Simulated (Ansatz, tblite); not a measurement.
Cost and result up the ladder for Ge13F20 (33 atoms). The state is a singlet with charge 0. Geometry: PBE-D4/def2-SVP.

```tsv
atom	x (Å)	y (Å)	z (Å)
Ge1	0.250	-1.553	3.286
Ge2	0.254	-1.106	-3.704
Ge3	2.358	-0.725	0.338
Ge4	-1.496	-1.875	-0.371
Ge5	-2.114	1.303	2.078
Ge6	-0.168	1.959	-1.425
Ge7	1.620	2.411	2.193
Ge8	-1.417	-2.680	-2.719
Ge9	0.552	-2.320	0.932
Ge10	-0.003	0.928	3.371
Ge11	-0.011	1.375	-3.834
Ge12	1.934	1.669	-0.167
Ge13	-1.902	0.576	-0.307
F14	1.391	-2.231	4.419
F15	-1.331	-2.112	3.815
F16	1.586	-1.811	-4.587
F17	0.963	-0.883	-2.002
F18	2.732	-0.372	2.088
F19	3.824	-1.413	-0.315
F20	-2.880	-2.611	0.440
F21	-3.468	0.429	2.761
F22	-2.591	2.987	2.064
F23	-0.717	3.629	-1.274
F24	3.104	2.735	3.054
F25	0.758	3.944	2.142
F26	-0.901	-4.339	-2.907
F27	-2.962	-2.563	-3.526
F28	1.093	-3.986	0.758
F29	-0.257	1.471	5.026
F30	1.332	2.107	-4.679
F31	-1.444	1.820	-4.732
F32	3.305	2.395	-0.997
F33	-3.394	0.841	-1.220
```

Ansatz on 11 threads of AMD EPYC 7R13 on a shared host and a whole NVIDIA H100 80GB HBM3; xTB runs through tblite on one thread. Times are rough, summed over both states, and most runs start from the orbitals of an earlier one. PBE0-D4/def2-TZVP serves as the yardstick here, not as an exact answer. The other state is a doublet.

The xTB rows come from tblite. Single mean-field runs in def2-TZVP are fitted with def2-universal-jkfit. HOMO above LUMO, or a gap near zero within one spin, warns that the state may not be the lowest or that an electron is smeared out.

Raw xTB energies of ions are shifted by several eV.

```csv
level,functions,wall time,vertical IE (eV),difference from PBE0-D4/def2-TZVP (eV),remarks
GFN2-xTB,197,0.76 s,13.72,3.82,–
GFN1-xTB,197,0.76 s,12.67,2.77,–
PBE-D4/def2-TZVP (with forces),1244,23 s,9.20,-0.70,gap within one spin near zero (+1 doublet)
r2SCANh-D4/def2-TZVP,1244,49 s,9.76,-0.14,–
PBE0-D4/def2-TZVP (with forces),1244,52 s,9.91,0.00,–
```
